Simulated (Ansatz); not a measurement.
Cartesian coordinates in Å:
```
C -1.490 -0.470 0.681
O -0.223 0.117 0.728
Mo 1.184 0.488 -0.376
O 2.381 0.839 0.697
F 0.320 2.041 -0.902
F 2.030 0.637 -2.013
Cl 1.239 -1.767 -0.823
H -1.384 -1.499 0.316
H -1.912 -0.475 1.687
H -2.144 0.088 0.005
```

The species carries charge 0 and has multiplicity 1. Mo takes the def2 core potential.

**Question.** List the ωB97M-V/def2-TZVPP orbital energies in eV (Ansatz). (An estimate is asked.)

**Answer.** Computed: Occupied: -2772.12, -677.83, -677.67, -528.49, -528.16, -283.83, -262.52, -199.97, -199.88, -199.87, -78.79, -51.73, -51.43, -51.22, -35.51, -35.38, -32.37, -30.07, -25.58, -22.95, -17.96, -17.30, -17.15, -16.80, -16.50, -15.89, -15.82, -15.40, -14.78, -14.33, -14.15, -13.95, -13.19, -12.43, -12.24, -11.86, -11.51. Lowest empty: -2.01, -0.66, -0.40, 0.58, 1.11, 1.68, 1.94, 2.09.
